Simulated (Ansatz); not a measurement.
C2H6AlF (SMILES [CH3][Al]([CH3])[F]) moved off its minimum; all values from Ansatz (a program for electronic structure), cores frozen in correlated methods.
(charge 0, multiplicity 1)
```xyz
10

Al     0.0007    -0.0689     0.0385
C      1.7313    -0.1679    -0.6997
H      2.0836    -1.1908    -0.4974
H      2.3556     0.5315    -0.2642
H      2.0057     0.0199    -1.8937
C     -0.5018    -0.8067     1.7662
H     -1.4381    -1.3535     1.1911
H     -1.1535     0.1021     2.3671
H      0.0994    -0.7851     2.3155
F     -1.0754     0.9318    -1.0113
```

Forces at r2SCAN/def2-TZVPP (eV/Å):

```tsv
atom	Fx	Fy	Fz
Al1	-1.619	2.545	-1.563
C2	0.309	-1.512	-4.419
H3	0.407	0.282	0.103
H4	1.526	1.306	1.403
H5	-1.265	-0.567	2.927
C6	-20.509	4.120	-15.611
H7	2.641	-0.139	2.766
H8	1.167	-1.938	-2.044
H9	16.190	-2.442	14.680
F10	1.153	-1.655	1.759
```

Q: Give the forces (eV/Å), the total energy and the dipole at CCSD(T)/cc-pV(T+d)Z.

A: 
```json
[
 {"atom": "Al1", "Fx": "-1.818", "Fy": "2.680", "Fz": "-1.680"},
 {"atom": "C2", "Fx": "0.483", "Fy": "-1.524", "Fz": "-4.488"},
 {"atom": "H3", "Fx": "0.418", "Fy": "0.256", "Fz": "0.105"},
 {"atom": "H4", "Fx": "1.541", "Fy": "1.323", "Fz": "1.428"},
 {"atom": "H5", "Fx": "-1.278", "Fy": "-0.571", "Fz": "2.912"},
 {"atom": "C6", "Fx": "-20.520", "Fy": "4.257", "Fz": "-15.630"},
 {"atom": "H7", "Fx": "2.564", "Fy": "-0.261", "Fz": "2.774"},
 {"atom": "H8", "Fx": "1.136", "Fy": "-1.899", "Fz": "-2.044"},
 {"atom": "H9", "Fx": "16.285", "Fy": "-2.569", "Fz": "14.822"},
 {"atom": "F10", "Fx": "1.190", "Fy": "-1.692", "Fz": "1.801"}
]
```
Energy -421.3361 hartree, dipole 2.47 D.
